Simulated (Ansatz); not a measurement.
# Nudged elastic band run: Cl₂F₄H₂Mo

Input file:

```yaml
crystal:
  periodic: [false, false, false]
  atoms:
    - { symbol: Mo, position_ang: [-0.420307, -0.151552, -0.131983] }
    - { symbol: Cl, position_ang: [-0.609821, -0.14317, 2.112982] }
    - { symbol: F, position_ang: [1.370022, 0.125078, -0.021234] }
    - { symbol: Cl, position_ang: [-0.797578, 2.061827, -0.323935] }
    - { symbol: F, position_ang: [-2.186925, -0.508904, -0.31988] }
    - { symbol: F, position_ang: [-0.102404, -1.945001, -0.092005] }
    - { symbol: F, position_ang: [-0.245235, -0.273139, -1.941308] }
    - { symbol: H, position_ang: [2.658399, 1.665648, 1.625344] }
    - { symbol: H, position_ang: [2.686447, 2.160014, 2.194018] }
basis:
  gaussian: { orbitals: def2-SVP }
hamiltonian:
  xc: { name: BHLYP }
neb:
  order_check: false
  images: 7
  f_tol: 0.05
  max_iterations: 60
  final_atoms:
    - { symbol: Mo, position_ang: [-0.3585353, -0.42538625, -0.54418497] }
    - { symbol: Cl, position_ang: [1.86253886, 1.68541263, 2.56433609] }
    - { symbol: F, position_ang: [0.9118204, -0.57570485, 0.86288938] }
    - { symbol: Cl, position_ang: [-0.36457789, 2.19656885, -0.02667259] }
    - { symbol: F, position_ang: [-2.00735978, -0.41505705, 0.19079466] }
    - { symbol: F, position_ang: [-0.36359025, -2.25705742, -0.90522128] }
    - { symbol: F, position_ang: [0.55522858, 0.03224164, -2.03285243] }
    - { symbol: H, position_ang: [0.47316935, 2.22118696, 0.98299489] }
    - { symbol: H, position_ang: [1.64390403, 0.52859649, 2.00991524] }
  initial_path:
    images:
      - { positions_ang: [[-0.420307, -0.151552, -0.131983], [-0.609821, -0.14317, 2.112982], [1.370022, 0.125078, -0.021234], [-0.797578, 2.061827, -0.323935], [-2.186925, -0.508904, -0.31988], [-0.102404, -1.945001, -0.092005], [-0.245235, -0.273139, -1.941308], [2.658399, 1.665648, 1.625344], [2.686447, 2.160014, 2.194018]] }
      - { positions_ang: [[-0.31235196, -0.11692156, -0.0979131], [-0.46111463, -0.09740349, 2.25064597], [1.47274488, 0.10127642, -0.0106554], [-0.60919045, 2.12032867, -0.25350328], [-2.07966556, -0.39566104, -0.24303179], [-0.06328537, -1.90429068, -0.05902123], [-0.17663816, -0.21691627, -1.89729727], [2.30578746, 1.58860829, 1.36930725], [2.27631179, 1.91178066, 2.04346784]] }
      - { positions_ang: [[-0.20439692, -0.08229111, -0.0638432], [-0.31240826, -0.05163698, 2.38830995], [1.57546777, 0.07747485, -7.68e-05], [-0.4208029, 2.17883034, -0.18307155], [-1.97240612, -0.28241808, -0.16618359], [-0.02416675, -1.86358036, -0.02603746], [-0.10804131, -0.16069355, -1.85328654], [1.95317591, 1.51156857, 1.1132705], [1.86617657, 1.66354731, 1.89291768]] }
      - { positions_ang: [[-0.09644189, -0.04766067, -0.02977329], [-0.16370189, -0.00587046, 2.52597392], [1.67819065, 0.05367327, 0.01050179], [-0.23241535, 2.237332, -0.11263983], [-1.86514668, -0.16917511, -0.08933538], [0.01495188, -1.82287003, 0.00694631], [-0.03944447, -0.10447082, -1.80927581], [1.60056437, 1.43452886, 0.85723376], [1.45604136, 1.41531397, 1.74236753]] }
      - { positions_ang: [[0.01151315, -0.01303023, 0.00429661], [-0.01499552, 0.03989605, 2.6636379], [1.78091354, 0.02987169, 0.02108039], [-0.04402779, 2.29583367, -0.0422081], [-1.75788724, -0.05593215, -0.01248718], [0.0540705, -1.78215971, 0.03993008], [0.02915238, -0.04824809, -1.76526508], [1.24795283, 1.35748914, 0.60119701], [1.04590615, 1.16708063, 1.59181737]] }
      - { positions_ang: [[-0.08099896, -0.11611924, -0.13282379], [0.45438808, 0.45127519, 2.63881245], [1.56364025, -0.12152244, 0.23153264], [-0.12416532, 2.27101747, -0.03832422], [-1.82025537, -0.14571338, 0.03833328], [-0.05034469, -1.90088414, -0.19635776], [0.16067143, -0.02812566, -1.83216192], [1.05425696, 1.5734136, 0.69664648], [1.19540562, 1.00745959, 1.69634183]] }
      - { positions_ang: [[-0.17351107, -0.21920824, -0.26994418], [0.92377167, 0.86265434, 2.61398699], [1.34636697, -0.27291658, 0.44198489], [-0.20430284, 2.24620126, -0.03444034], [-1.88262351, -0.2354946, 0.08915374], [-0.15475988, -2.01960857, -0.4326456], [0.29219048, -0.00800322, -1.89905875], [0.86056109, 1.78933805, 0.79209595], [1.34490509, 0.84783856, 1.8008663]] }
      - { positions_ang: [[-0.26602318, -0.32229725, -0.40706458], [1.39315527, 1.27403349, 2.58916154], [1.12909368, -0.42431071, 0.65243713], [-0.28444037, 2.22138505, -0.03055646], [-1.94499165, -0.32527583, 0.1399742], [-0.25917506, -2.13833299, -0.66893344], [0.42370953, 0.01211921, -1.96595559], [0.66686522, 2.0052625, 0.88754542], [1.49440456, 0.68821752, 1.90539077]] }
      - { positions_ang: [[-0.3585353, -0.42538625, -0.54418497], [1.86253886, 1.68541263, 2.56433609], [0.9118204, -0.57570485, 0.86288938], [-0.36457789, 2.19656885, -0.02667259], [-2.00735978, -0.41505705, 0.19079466], [-0.36359025, -2.25705742, -0.90522128], [0.55522858, 0.03224164, -2.03285243], [0.47316935, 2.22118696, 0.98299489], [1.64390403, 0.52859649, 2.00991524]] }
```

Command:

```bash
$ ansatz run input.yaml --threads 4 --pin off --max-ram 5120MiB --backend cpu --events-out ev --progress --plain --runs-dir out
```

Output, in part (warnings, iteration lines, the closing report on the highest movable image, with atoms numbered from 0):

```
NEB end point (image 0): max|allowed force component| = 2.233e-2 eV/Å (the criterion of neb.relax_end_points is 1.000e-2)
NEB end point (image 8): max|allowed force component| = 2.833e-2 eV/Å (the criterion of neb.relax_end_points is 1.000e-2)
NEB iter   1: max|band force component| = 3.391e1 eV/Å  barrier→ = 6.8704 eV  barrier← = 7.8725 eV  Δτ_max = 0.2000 Å  (569 SCF iters)
NEB iter   2: max|band force component| = 8.323e0 eV/Å  barrier→ = 3.0456 eV  barrier← = 4.0477 eV  Δτ_max = 0.2000 Å  (406 SCF iters)
NEB iter   3: max|band force component| = 4.425e0 eV/Å  barrier→ = 2.4334 eV  barrier← = 3.4355 eV  Δτ_max = 0.2000 Å  (396 SCF iters)
NEB iter   4: max|band force component| = 1.301e0 eV/Å  barrier→ = 2.3177 eV  barrier← = 3.3198 eV  Δτ_max = 0.2000 Å  (391 SCF iters)
NEB iter   5: max|band force component| = 3.649e0 eV/Å  barrier→ = 1.9253 eV  barrier← = 2.9274 eV  Δτ_max = 0.1030 Å  (384 SCF iters)
NEB iter   6: max|band force component| = 2.015e0 eV/Å  barrier→ = 1.6261 eV  barrier← = 2.6282 eV  Δτ_max = 0.1021 Å  (383 SCF iters)
NEB iter   7: max|band force component| = 1.393e0 eV/Å  barrier→ = 1.5815 eV  barrier← = 2.5836 eV  Δτ_max = 0.1983 Å  (391 SCF iters)
NEB iter   8: max|band force component| = 1.899e0 eV/Å  barrier→ = 1.5569 eV  barrier← = 2.5590 eV  Δτ_max = 0.1003 Å  (392 SCF iters)
NEB iter   9: max|band force component| = 7.971e-1 eV/Å  barrier→ = 1.4988 eV  barrier← = 2.5009 eV  Δτ_max = 0.1972 Å  (375 SCF iters)
NEB iter  10: max|band force component| = 4.336e-1 eV/Å  barrier→ = 1.3535 eV  barrier← = 2.3556 eV  CI = image 3  Δτ_max = 0.1827 Å  (383 SCF iters)
NEB iter  11: max|band force component| = 1.955e0 eV/Å  barrier→ = 1.3396 eV  barrier← = 2.3417 eV  CI = image 3  Δτ_max = 0.0949 Å  (353 SCF iters)
NEB iter  12: max|band force component| = 1.609e0 eV/Å  barrier→ = 1.2911 eV  barrier← = 2.2932 eV  CI = image 3  Δτ_max = 0.1783 Å  (392 SCF iters)
NEB iter  13: max|band force component| = 4.304e-1 eV/Å  barrier→ = 1.1517 eV  barrier← = 2.1538 eV  CI = image 3  Δτ_max = 0.1969 Å  (380 SCF iters)
NEB iter  14: max|band force component| = 5.007e-1 eV/Å  barrier→ = 1.1799 eV  barrier← = 2.1820 eV  CI = image 3  Δτ_max = 0.0973 Å  (375 SCF iters)
NEB iter  15: max|band force component| = 4.161e-1 eV/Å  barrier→ = 1.1582 eV  barrier← = 2.1603 eV  CI = image 3  Δτ_max = 0.0943 Å  (378 SCF iters)
NEB iter  16: max|band force component| = 4.437e-1 eV/Å  barrier→ = 1.1490 eV  barrier← = 2.1511 eV  CI = image 3  Δτ_max = 0.0481 Å  (358 SCF iters)
NEB iter  17: max|band force component| = 2.407e-1 eV/Å  barrier→ = 1.1442 eV  barrier← = 2.1463 eV  CI = image 3  Δτ_max = 0.0483 Å  (386 SCF iters)
NEB iter  18: max|band force component| = 2.200e-1 eV/Å  barrier→ = 1.1436 eV  barrier← = 2.1458 eV  CI = image 3  Δτ_max = 0.0481 Å  (380 SCF iters)
NEB iter  19: max|band force component| = 1.700e-1 eV/Å  barrier→ = 1.1428 eV  barrier← = 2.1450 eV  CI = image 3  Δτ_max = 0.0240 Å  (391 SCF iters)
NEB iter  20: max|band force component| = 1.053e-1 eV/Å  barrier→ = 1.1424 eV  barrier← = 2.1446 eV  CI = image 3  Δτ_max = 0.0240 Å  (364 SCF iters)
NEB iter  21: max|band force component| = 1.884e-1 eV/Å  barrier→ = 1.1405 eV  barrier← = 2.1426 eV  CI = image 3  Δτ_max = 0.0120 Å  (355 SCF iters)
NEB iter  22: max|band force component| = 6.743e-2 eV/Å  barrier→ = 1.1390 eV  barrier← = 2.1411 eV  CI = image 3  Δτ_max = 0.0240 Å  (369 SCF iters)
NEB iter  23: max|band force component| = 1.060e-1 eV/Å  barrier→ = 1.1353 eV  barrier← = 2.1375 eV  CI = image 3  Δτ_max = 0.0120 Å  (367 SCF iters)
NEB iter  24: max|band force component| = 9.849e-2 eV/Å  barrier→ = 1.1331 eV  barrier← = 2.1352 eV  CI = image 3  Δτ_max = 0.0241 Å  (357 SCF iters)
NEB iter  25: max|band force component| = 1.216e-1 eV/Å  barrier→ = 1.1275 eV  barrier← = 2.1297 eV  CI = image 3  Δτ_max = 0.0240 Å  (355 SCF iters)
NEB iter  26: max|band force component| = 1.386e-1 eV/Å  barrier→ = 1.1209 eV  barrier← = 2.1230 eV  CI = image 3  Δτ_max = 0.0479 Å  (348 SCF iters)
NEB iter  27: max|band force component| = 1.657e-1 eV/Å  barrier→ = 1.1048 eV  barrier← = 2.1069 eV  CI = image 3  Δτ_max = 0.0956 Å  (359 SCF iters)
NEB iter  28: max|band force component| = 2.093e-1 eV/Å  barrier→ = 1.0638 eV  barrier← = 2.0659 eV  CI = image 3  Δτ_max = 0.1905 Å  (337 SCF iters)
NEB iter  29: max|band force component| = 3.702e-1 eV/Å  barrier→ = 0.9712 eV  barrier← = 1.9733 eV  CI = image 3  Δτ_max = 0.0961 Å  (348 SCF iters)
NEB iter  30: max|band force component| = 3.607e-1 eV/Å  barrier→ = 0.9259 eV  barrier← = 1.9280 eV  CI = image 3  Δτ_max = 0.0983 Å  (353 SCF iters)
NEB iter  31: max|band force component| = 1.769e0 eV/Å  barrier→ = 1.0214 eV  barrier← = 2.0235 eV  CI = image 3  Δτ_max = 0.0491 Å  (356 SCF iters)
NEB iter  32: max|band force component| = 1.826e0 eV/Å  barrier→ = 1.0672 eV  barrier← = 2.0693 eV  CI = image 3  Δτ_max = 0.0973 Å  (374 SCF iters)
NEB iter  33: max|band force component| = 1.425e0 eV/Å  barrier→ = 1.1435 eV  barrier← = 2.1456 eV  CI = image 3  Δτ_max = 0.1943 Å  (345 SCF iters)
NEB iter  34: max|band force component| = 6.597e-1 eV/Å  barrier→ = 1.2895 eV  barrier← = 2.2916 eV  CI = image 3  Δτ_max = 0.1899 Å  (387 SCF iters)
NEB iter  35: max|band force component| = 7.371e-1 eV/Å  barrier→ = 1.2556 eV  barrier← = 2.2577 eV  CI = image 3  Δτ_max = 0.0979 Å  (385 SCF iters)
NEB iter  36: max|band force component| = 6.760e-1 eV/Å  barrier→ = 1.2433 eV  barrier← = 2.2454 eV  CI = image 3  Δτ_max = 0.0951 Å  (377 SCF iters)
NEB iter  37: max|band force component| = 1.318e-1 eV/Å  barrier→ = 1.2350 eV  barrier← = 2.2371 eV  CI = image 3  Δτ_max = 0.0858 Å  (386 SCF iters)
NEB iter  38: max|band force component| = 1.350e-1 eV/Å  barrier→ = 1.2272 eV  barrier← = 2.2293 eV  CI = image 3  Δτ_max = 0.0429 Å  (375 SCF iters)
NEB iter  39: max|band force component| = 4.364e-2 eV/Å  barrier→ = 1.2242 eV  barrier← = 2.2263 eV  CI = image 3  Δτ_max = 0.0000 Å  (747 SCF iters)
Total energy: -37778.98436395 eV, -1388.3520678599 hartree
Atom 0 at     0.156138     0.027232     0.064378 Å, force    -0.014372    -0.036609    -0.040855 eV/Å
Atom 1 at     0.534595    -0.565533     2.449181 Å, force    -0.011622    -0.007078     0.011425 eV/Å
Atom 2 at     1.948736    -0.084642    -0.064317 Å, force     0.017114     0.013721     0.028955 eV/Å
Atom 3 at     0.379393     2.376355    -0.714437 Å, force     0.014136     0.001382    -0.021539 eV/Å
Atom 4 at    -1.499458     0.534531     0.558341 Å, force    -0.002500     0.031593     0.014175 eV/Å
Atom 5 at    -0.279613    -1.739476     0.074735 Å, force     0.039846    -0.000410    -0.015185 eV/Å
Atom 6 at    -0.080082    -0.160837    -1.729947 Å, force    -0.040396     0.002934     0.017008 eV/Å
Atom 7 at     0.578430     1.627231     0.881254 Å, force    -0.008806     0.015799    -0.007350 eV/Å
Atom 8 at     0.614458     0.975940     1.582812 Å, force     0.006600    -0.021332     0.013365 eV/Å
Dipole moment:     0.109534     0.315876     0.290646 e Å
```

It converged. The profile has 2 maxima (images 3, 6) with wells between them (image 5): this band takes more than one step, which may be the mechanism or a detour left from its start path. Neighbouring images differ by up to 1.9 eV, so the band resolves the path poorly. A vibrational analysis at the climbing image gives 2 clearly imaginary modes (410i, 240i cm⁻¹): a point of higher order. A lower path may pass nearby, or the ends, which weren't checked, may share the extra mode. The orbitals stay closed-shell, which can raise the energy where a bond breaks towards radicals; this wasn't checked here.

Final band (atoms are numbered from 1 in the order of the input):

```tsv
image	path coordinate (Å)	energy (kJ/mol)	Mo1–Cl2 (Å)	H8–H9 (Å)	Cl2–H9 (Å)
0	0.00	0.0	2.25	0.75	4.02
1	1.98	0.7	2.25	0.75	3.40
2	3.95	31.7	2.27	0.75	2.36
3	5.93	118.1	2.49	0.96	1.77
4	7.76	-70.0	2.78	2.94	1.28
5	9.58	-86.7	2.85	3.90	1.28
6	11.41	-83.5	2.88	4.14	1.28
7	13.23	-84.6	3.75	2.70	1.29
8	15.05	-96.7	4.36	2.30	1.30
```

Time of the run: 18 min on 4 threads of Arm Neoverse V1, on a shared host, peak memory 0.43 GiB.
